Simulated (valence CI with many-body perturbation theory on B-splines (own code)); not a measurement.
**E1 line list for Nd10+**

Calculated by valence CI with perturbative core correlation (CI+MBPT): four valence electrons over a frozen Dirac-Fock core [Kr] 4d10, radial functions for each j: 8 s, 8 p, 9 d, 9 f, 6 g, 3 h, 2 i, with the one-electron correlation potential Σ1, the two-electron term Σ2, the three-electron term Σ3, Breit, model QED; selected CI, second order for the rest, scaled by the run's own slope (own B-spline code, finite nucleus).

No measured levels were compared; by estimate terms of the open shell hold to a few per cent of their energy, and close levels can change places; configurations with another count of f electrons can be misplaced by thousands of cm⁻¹. Core correlation moves these levels by up to 55000 cm⁻¹, and in measured spectra 5 to 20 % of such shifts remained as error; rates that hang on mixing are uncertain with them. Among the levels kept, up to 280 cm⁻¹ of a level comes from second order outside the variational space, and about a tenth of that is noise between levels of different J, which matters for small intervals.

Lines 201 to 250 of 251 in falling wavelength, among levels below 175840 cm⁻¹, chosen from the strongest by gf and those to the six lowest levels. Wavelengths and rates use the calculated energies, so an error of 2000 cm⁻¹ moves a line at 61.68 nm by 1.2 % and its rate by three times that or more. Electric multipoles are in the length gauge, E1 and E2 with the static RPA response of the core. Weak lines are less certain than strong ones. Lines between different terms over intervals too small for the method are left out, as are lines whose strength nearly cancels. Where a level lies close to another of its J and parity, the split of strength between their lines is uncertain. The highest levels of a list are the least certain.

Names give the largest LS component (configuration and term), which can be under half, so a name can repeat, a term be missing and a line seem to break the LS rules; names also repeat where a configuration has a term twice. Letters in brackets count levels of one name in rising energy.

| λ vac (nm) | Upper | Lower | A (s⁻¹) | S (a.u.) |
| --- | --- | --- | --- | --- |
| 61.68 | 4f²5s5p ³F°_2 | 4f5s²5p ³F_2 | 4.11e+05 | 2.38e-04 |
| 61.62 | 4f²5s5p ³G°_3 [a] | 4f²5s² ³H_4 | 5.27e+06 | 4.26e-03 |
| 61.57 | 4f²5s5p ³H°_5 [b] | 4f5s²5p ³G_4 | 1.10e+07 | 1.39e-02 |
| 61.31 | 4f³5s ⁵I°_5 | 4f5s²5p ³G_4 | 4.38e+06 | 5.49e-03 |
| 61.31 | 4f²5s5p ³D°_2 | 4f5s²5p ³F_3 | 2.33e+06 | 1.33e-03 |
| 61.24 | 4f³5s ⁵I°_4 | 4f5s²5p ³F_3 | 7.37e+03 | 7.52e-06 |
| 61.22 | 4f5s5p² ³G°_3 | 4f5s²5p ³F_3 | 9.01e+07 | 7.14e-02 |
| 61.14 | 4f²5s5p ³H°_4 [b] | 4f5s²5p ³G_3 | 8.61e+05 | 8.74e-04 |
| 61.08 | 4f²5s5p ³G°_3 [b] | 4f5s²5p ³F_2 | 9.06e+07 | 7.13e-02 |
| 61.03 | 4f²5s5p ³D°_3 | 4f5s²5p ³G_4 | 5.78e+06 | 4.54e-03 |
| 60.99 | 4f²5s5p ³I°_6 [a] | 4f²5s² ³H_5 | 7.22e+07 | 1.05e-01 |
| 60.99 | 4f²5s5p ⁵S°_2 | 4f²5s² ³F_2 | 1.20e+07 | 6.72e-03 |
| 60.96 | 4f²5s5p ³G°_3 [a] | 4f5s²5p ³G_3 | 4.64e+05 | 3.63e-04 |
| 60.92 | 4f²5s5p ³P°_2 | 4f²5s² ³F_3 | 4.93e+07 | 2.75e-02 |
| 60.90 | 4f³5s ⁵I°_4 | 4f²5s² ³H_5 | 2.75e+05 | 2.76e-04 |
| 60.81 | 4f²5s5p ³G°_5 | 4f²5s² ³H_4 | 2.47e+06 | 3.01e-03 |
| 60.63 | 4f²5s5p ³H°_5 [b] | 4f²5s² ³H_5 | 2.00e+07 | 2.42e-02 |
| 60.56 | 4f²5s5p ³H°_4 [c] | 4f²5s² ³H_4 | 4.99e+07 | 4.92e-02 |
| 60.55 | 4f²5s5p ³D°_2 | 4f5s²5p ³F_2 | 1.58e+06 | 8.63e-04 |
| 60.54 | 4f²5s5p ³G°_4 | 4f5s²5p ³G_4 | 1.35e+07 | 1.33e-02 |
| 60.46 | 4f5s5p² ³G°_3 | 4f5s²5p ³F_2 | 9.50e+06 | 7.26e-03 |
| 60.45 | 4f²5s5p ³D°_3 | 4f5s²5p ³F_3 | 3.34e+03 | 2.55e-06 |
| 60.39 | 4f³5s ⁵I°_5 | 4f²5s² ³H_5 | 3.42e+05 | 4.09e-04 |
| 60.36 | 4f²5s5p ³G°_3 [b] | 4f²5s² ³H_4 | 5.65e+05 | 4.30e-04 |
| 60.30 | 4f²5s5p ³F°_2 | 4f5s²5p ³G_3 | 5.33e+05 | 2.89e-04 |
| 59.96 | 4f²5s5p ³G°_4 | 4f5s²5p ³F_3 | 1.15e+07 | 1.10e-02 |
| 59.92 | 4f²5s5p ³H°_4 [c] | 4f5s²5p ³G_3 | 1.76e+07 | 1.68e-02 |
| 59.87 | 4f²5s5p ⁵D°_1 | 4f5s²5p ³F_2 | 9.85e+05 | 3.13e-04 |
| 59.87 | 4f³5s ⁵I°_6 | 4f²5s² ³H_5 | 1.62e+05 | 2.23e-04 |
| 59.78 | 4f³5s ⁵I°_4 | 4f²5s² ³H_4 | 1.17e+05 | 1.11e-04 |
| 59.76 | 4f5s5p² ³G°_3 | 4f²5s² ³H_4 | 8.99e+05 | 6.63e-04 |
| 59.73 | 4f²5s5p ³G°_3 [b] | 4f5s²5p ³G_3 | 1.77e+07 | 1.30e-02 |
| 59.71 | 4f²5s5p ³D°_3 | 4f5s²5p ³F_2 | 9.17e+05 | 6.75e-04 |
| 59.70 | 4f²5s5p ³I°_6 [b] | 4f²5s² ³H_6 | 1.06e+07 | 1.44e-02 |
| 59.66 | 4f²5s5p ⁵S°_2 | 4f5s²5p ³F_3 | 1.24e+07 | 6.49e-03 |
| 59.63 | 4f²5s5p ³G°_4 | 4f²5s² ³H_5 | 9.16e+05 | 8.63e-04 |
| 59.52 | 4f²5s5p ³H°_5 [b] | 4f²5s² ³H_4 | 1.15e+07 | 1.31e-02 |
| 59.29 | 4f³5s ⁵I°_5 | 4f²5s² ³H_4 | 3.62e+06 | 4.09e-03 |
| 59.22 | 4f²5s5p ³D°_2 | 4f5s²5p ³G_3 | 8.50e+04 | 4.36e-05 |
| 59.16 | 4f³5s ⁵I°_4 | 4f5s²5p ³G_3 | 1.35e+05 | 1.24e-04 |
| 59.14 | 4f5s5p² ³G°_3 | 4f5s²5p ³G_3 | 6.90e+07 | 4.93e-02 |
| 59.02 | 4f²5s5p ³D°_3 | 4f²5s² ³H_4 | 1.02e+04 | 7.25e-06 |
| 58.94 | 4f²5s5p ³P°_2 | 4f5s²5p ³F_3 | 2.00e+06 | 1.01e-03 |
| 58.94 | 4f²5s5p ⁵S°_2 | 4f5s²5p ³F_2 | 5.37e+05 | 2.71e-04 |
| 58.60 | 4f²5s5p ³I°_6 [b] | 4f²5s² ³H_5 | 1.60e+07 | 2.07e-02 |
| 58.56 | 4f²5s5p ³G°_4 | 4f²5s² ³H_4 | 6.67e+06 | 5.95e-03 |
| 58.42 | 4f²5s5p ³D°_3 | 4f5s²5p ³G_3 | 5.57e+06 | 3.84e-03 |
| 58.24 | 4f²5s5p ³P°_2 | 4f5s²5p ³F_2 | 2.15e+05 | 1.05e-04 |
| 57.96 | 4f²5s5p ³G°_4 | 4f5s²5p ³G_3 | 1.99e+06 | 1.72e-03 |
| 57.68 | 4f²5s5p ⁵S°_2 | 4f5s²5p ³G_3 | 4.02e+06 | 1.90e-03 |
